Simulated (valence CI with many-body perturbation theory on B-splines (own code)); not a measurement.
Rh¹¹⁺: magnetic and hyperfine properties of the levels

Calculated by configuration interaction combined with many-body perturbation theory (CI+MBPT): six valence electrons over a frozen Dirac-Fock core [Ar] 3d10, radial functions for each j: 9 s, 9 p, 8 d, 6 f, 3 g, 1 h, with the one-electron correlation potential Σ1, the two-electron term Σ2, the three-electron term Σ3, Breit, model QED; selected CI, second order for the rest, scaled by the run's own slope (own B-spline code, finite nucleus).

No measured spectrum was set against this ion. As an estimate, levels hold to about 250 cm⁻¹ or 0.2 % of their energy and the worst to 1 %, as in measured heavy ions of charge 2 to 7; those with d or f electrons hold less well. Among the levels kept, up to 1500 cm⁻¹ of a level comes from second order outside the variational space, and about a tenth of that is noise between levels of different J, which matters for small intervals.

A/g_I is the dipole constant over the nuclear g factor μ/I (μ in nuclear magnetons, uniformly magnetised nucleus), B/Q the quadrupole constant per barn. Both hold the static response of the core; the bare values leave it out. Large factors of s and p1/2 electrons are usually good to 5 to 10 %; those of open d and f shells near neutrality can be off by tens of per cent, and small factors of p3/2, d and f electrons come from cancelling terms and can be off by a factor of two or in sign, in half-filled shells by more. B is blank for J = 1/2, where it vanishes, and for nearly pure S terms. Energies count from the lowest level. Levels with J = 0 are left out.

Names give the largest LS component (configuration and term), which can be under half, so a name can repeat, a term be missing and a line seem to break the LS rules; names also repeat where a configuration has a term twice. Letters in brackets count levels of one name in rising energy.

```csv
Level,E (eV),g,A/g_I (MHz),A/g_I bare,B/Q (MHz/b),B/Q bare
4s2 4p4 3P_2,0.000,1.422,5210,4780,5620,5230
4s2 4p4 3P_1,4.356,1.500,-1040,-1110,-4930,-4580
4s2 4p4 1D_2,6.500,1.078,11800,11100,-15500,-14400
4s 4p5 3P°_2,36.873,1.500,28300,26600,-9190,-8540
4s 4p5 3P°_1,39.326,1.452,11100,10300,3840,3580
4s 4p5 1P°_1,47.020,1.046,32800,30900,-7530,-6980
4s2 4p3 4d 5D°_2,51.211,1.316,2420,2200,-417,-380
4s2 4p3 4d 5D°_3,51.271,1.406,1890,1710,1400,1280
4s2 4p3 4d 5D°_1,51.451,1.468,804,686,-1090,-981
4s2 4p3 4d 5D°_4,51.851,1.447,1000,869,1650,1440
4s2 4p3 4d 3D°_2 [a],53.129,1.122,1380,1310,-1650,-1560
4s2 4p3 4d 3D°_3 [a],55.089,1.261,453,412,4680,4310
4s2 4p3 4d 3D°_1 [a],55.384,0.568,8820,8430,-1040,-978
4s2 4p3 4d 3F°_2 [a],55.657,0.909,8700,8220,-9630,-8940
4s2 4p3 4d 3F°_3 [a],56.299,1.146,7400,6960,-7330,-6800
4s2 4p3 4d 3G°_3,57.157,0.910,2360,2270,6980,6400
4s2 4p3 4d 3F°_4 [a],57.192,1.180,5420,5110,-3450,-3240
4s2 4p3 4d 3F°_4 [b],58.114,1.200,2150,2030,10300,9510
4s2 4p3 4d 1G°_4,59.095,1.026,6970,6550,-633,-668
4s2 4p3 4d 3G°_5,59.169,1.200,5640,5300,1810,1600
4s2 4p3 4d 3D°_1 [b],59.591,0.572,664,773,-1190,-1120
4s2 4p3 4d 1D°_2,60.502,0.975,7620,7210,5280,4880
4s2 4p3 4d 3P°_1 [a],61.371,1.422,1340,1300,-517,-470
4s2 4p3 4d 3D°_2 [b],62.403,1.180,-2100,-1930,5540,5100
4s2 4p3 4d 3F°_3 [b],62.999,1.067,5370,5080,2320,2080
4s2 4p3 4d 3F°_2 [b],63.100,0.902,5460,5190,5020,4640
4s2 4p3 4d 3D°_3 [b],64.029,1.190,5270,4950,196,140
4s2 4p3 4d 3P°_2 [a],64.876,1.316,3360,3160,5080,4710
4s2 4p3 4d 3F°_4 [c],64.906,1.196,3020,2860,-373,-427
4s2 4p3 4d 3P°_1 [b],65.606,1.222,2380,2110,-3200,-2960
4s2 4p3 4d 3P°_2 [b],66.450,1.419,3940,3680,1270,1190
4s2 4p3 4d 3S°_1,66.550,1.756,7790,7280,-79.0,-67.9
4s2 4p3 4d 3D°_3 [c],67.579,1.252,1960,1820,5030,4640
```

Problem. Take the isotope of mass number 103, with I = 1/2, μ = -0.08829 μN. What is the hyperfine structure of 4s2 4p4 3P_2?

Solution. From the table A = -920 MHz. Shifts from the centre of gravity in MHz: F = 3/2: 1380, F = 5/2: -920.
